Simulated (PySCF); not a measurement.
C3H8OSSi.
Z-matrix (Å and degrees, PBE0-D3(BJ)/def2-SVP geometry), rows numbered from 1:
```
C 
S   1  1.7981
C   2  1.7491  1  102.30
C   3  1.3425  2  128.30  1    -0.71
O   4  1.3532  3  125.53  2   179.66
Si  5  1.6786  4  127.34  3    -2.41
H   1  1.1008  2  111.39  3   -61.17
H   1  1.0983  2  106.25  3  -179.65
H   1  1.1008  2  111.52  3    61.87
H   3  1.0960  2  111.25  1   179.21
H   4  1.0929  3  122.64  2    -0.31
H   6  1.4852  5  105.26  4  -178.49
H   6  1.4939  5  110.31  4   -58.78
H   6  1.4938  5  110.57  4    61.86
```

Computed with PySCF at PBE0/pcSseg-1, non-relativistic, on one gas-phase PBE0-D3(BJ)/def2-SVP geometry that isn't relaxed in the solvent. The solvent is an IEF-PCM continuum (van der Waals radii × 1.2). Only the electrostatic response of the medium enters.

| run | E − E(gas) (kcal/mol) | HOMO (eV) | HOMO–LUMO gap (eV) | dipole (D) |
| --- | --- | --- | --- | --- |
| gas | 0.00 | -5.81 | 6.11 | 0.66 |
| P | -1.65 | -5.82 | 6.19 | 0.77 |
| Q | -3.65 | -5.87 | 6.28 | 0.91 |

The runs were made in cyclohexane and dichloromethane. Which run belongs to which solvent?

P = cyclohexane, Q = dichloromethane. The dielectric constants are 2.017 (cyclohexane), 8.93 (dichloromethane), and the energy falls further as ε rises. In this model the ground state sees the solvent through ε alone.

How constant is the ratio of the lowering to (ε − 1)/(2ε + 1)?

```json
{"solvent": "cyclohexane", "(ε − 1)/(2ε + 1)": "0.202", "E − E(gas) (kcal/mol)": "-1.65", "ratio (kcal/mol)": "-8.2", "polarisation term (kcal/mol)": "-1.72"}
{"solvent": "dichloromethane", "(ε − 1)/(2ε + 1)": "0.420", "E − E(gas) (kcal/mol)": "-3.65", "ratio (kcal/mol)": "-8.7", "polarisation term (kcal/mol)": "-4.02"}
```

The ratio changes by +6.4 % in size from cyclohexane to dichloromethane. The polarisation term is half the interaction of the solute with the induced surface charges.
